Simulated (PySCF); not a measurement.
Gas-phase reaction: CuF + BrF → CuBr + 2 F

Energies from PySCF, thermal terms from the rigid-rotor harmonic-oscillator model, ideal gas at 1 bar. † marks an energy on the PBE0/def2-TZVP geometry and frequencies; other levels use their own. 6-31G* has spherical d functions here. Open shells (unrestricted): F (multiplicity 2, electronic degeneracy 6); the rest are closed-shell singlets. Spin-orbit splitting is ignored; it lowers the true energy and changes the entropy of F. B3LYP is the form with VWN-RPA correlation. Br, Cu: all electrons, no relativistic terms. The harmonic model lacks anharmonicity and excited electronic states, which grow with temperature; levels with a mode under 35 cm⁻¹ are left out.

```tsv
level	ΔE electronic, kJ	ΔH°(298 K), kJ	ΔS°(298 K), J/K	ΔG°(600 K), kJ
B3LYP/def2-TZVP†	329	327	114	257
BLYP/def2-TZVP†	379	377	114	307
HF/6-31G*	8	6	116	-65
HF/def2-TZVP†	26	25	114	-45
PBE/def2-SVP	371	370	114	300
PBE0/def2-QZVP†	318	316	114	246
PBE0/def2-SVP†	282	280	114	210
ωB97X-V/def2-TZVP†	328	326	114	256
```
ΔH° is lowest at HF/6-31G* and highest at BLYP/def2-TZVP†. No reference value is set beside these.
